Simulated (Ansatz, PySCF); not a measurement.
CH7BO2Si, SMILES C([SiH3])B(O)O. Atoms are numbered in the order given.

```xyz
12

Si     1.6811     0.6832    -0.0126
C     -0.0642     0.6344    -0.7365
B     -0.9874    -0.4187     0.0131
O     -0.6797    -1.7482     0.0434
O     -2.1166    -0.0720     0.6950
H      2.5388     1.6937    -0.6988
H      1.6371     1.0004     1.4445
H      2.3228    -0.6577    -0.1782
H      0.0411     0.3489    -1.7992
H     -0.4823     1.6553    -0.7230
H      0.1345    -1.9665    -0.4227
H     -2.3089     0.8702     0.6501
```
Charge 0, spin multiplicity 1.

Geometry optimised at B3LYP-D3(BJ)/def2-SVP. The structure was generated by enumeration, and PubChem lists no compound with its InChIKey, so it may never have been made. Other conformers were not sampled.

Two levels are set side by side: PBE-D3(BJ)/def2-SVP (Ansatz, an electronic-structure program) and B3LYP-D3(BJ)/def2-SVP (Ansatz). Each level has its own optimised geometry; the coordinates shown are those of the second. Frequencies come from the Hessian of PySCF at each geometry. Differences are taken from unrounded values.

```json
[
 {"quantity": "mean bond length (Å)", "B3LYP-D3(BJ)": "1.347", "PBE-D3(BJ)": "1.356", "PBE-D3(BJ) minus B3LYP-D3(BJ)": "0.009"},
 {"quantity": "bond Si1–C2 (Å)", "B3LYP-D3(BJ)": "1.890", "PBE-D3(BJ)": "1.895", "PBE-D3(BJ) minus B3LYP-D3(BJ)": "0.004"},
 {"quantity": "bond C2–B3 (Å)", "B3LYP-D3(BJ)": "1.588", "PBE-D3(BJ)": "1.594", "PBE-D3(BJ) minus B3LYP-D3(BJ)": "0.005"},
 {"quantity": "bond B3–O4 (Å)", "B3LYP-D3(BJ)": "1.365", "PBE-D3(BJ)": "1.374", "PBE-D3(BJ) minus B3LYP-D3(BJ)": "0.009"},
 {"quantity": "bond B3–O5 (Å)", "B3LYP-D3(BJ)": "1.364", "PBE-D3(BJ)": "1.373", "PBE-D3(BJ) minus B3LYP-D3(BJ)": "0.009"},
 {"quantity": "bond Si1–H6 (Å)", "B3LYP-D3(BJ)": "1.492", "PBE-D3(BJ)": "1.506", "PBE-D3(BJ) minus B3LYP-D3(BJ)": "0.013"},
 {"quantity": "bond Si1–H7 (Å)", "B3LYP-D3(BJ)": "1.492", "PBE-D3(BJ)": "1.504", "PBE-D3(BJ) minus B3LYP-D3(BJ)": "0.012"},
 {"quantity": "bond Si1–H8 (Å)", "B3LYP-D3(BJ)": "1.496", "PBE-D3(BJ)": "1.510", "PBE-D3(BJ) minus B3LYP-D3(BJ)": "0.014"},
 {"quantity": "bond C2–H9 (Å)", "B3LYP-D3(BJ)": "1.105", "PBE-D3(BJ)": "1.113", "PBE-D3(BJ) minus B3LYP-D3(BJ)": "0.007"},
 {"quantity": "bond C2–H10 (Å)", "B3LYP-D3(BJ)": "1.103", "PBE-D3(BJ)": "1.111", "PBE-D3(BJ) minus B3LYP-D3(BJ)": "0.007"},
 {"quantity": "bond O4–H11 (Å)", "B3LYP-D3(BJ)": "0.963", "PBE-D3(BJ)": "0.972", "PBE-D3(BJ) minus B3LYP-D3(BJ)": "0.009"},
 {"quantity": "bond O5–H12 (Å)", "B3LYP-D3(BJ)": "0.963", "PBE-D3(BJ)": "0.971", "PBE-D3(BJ) minus B3LYP-D3(BJ)": "0.008"},
 {"quantity": "highest harmonic wavenumber (cm⁻¹)", "B3LYP-D3(BJ)": "3892", "PBE-D3(BJ)": "3786", "PBE-D3(BJ) minus B3LYP-D3(BJ)": "-107"},
 {"quantity": "mean harmonic wavenumber (cm⁻¹)", "B3LYP-D3(BJ)": "1266", "PBE-D3(BJ)": "1230", "PBE-D3(BJ) minus B3LYP-D3(BJ)": "-35"},
 {"quantity": "zero-point energy (kcal/mol)", "B3LYP-D3(BJ)": "54.29", "PBE-D3(BJ)": "52.77", "PBE-D3(BJ) minus B3LYP-D3(BJ)": "-1.51"}
]
```

GGA bonds tend to be longer and softer than those of functionals with exact exchange. Differences between two approximate levels are no errors against the true value.
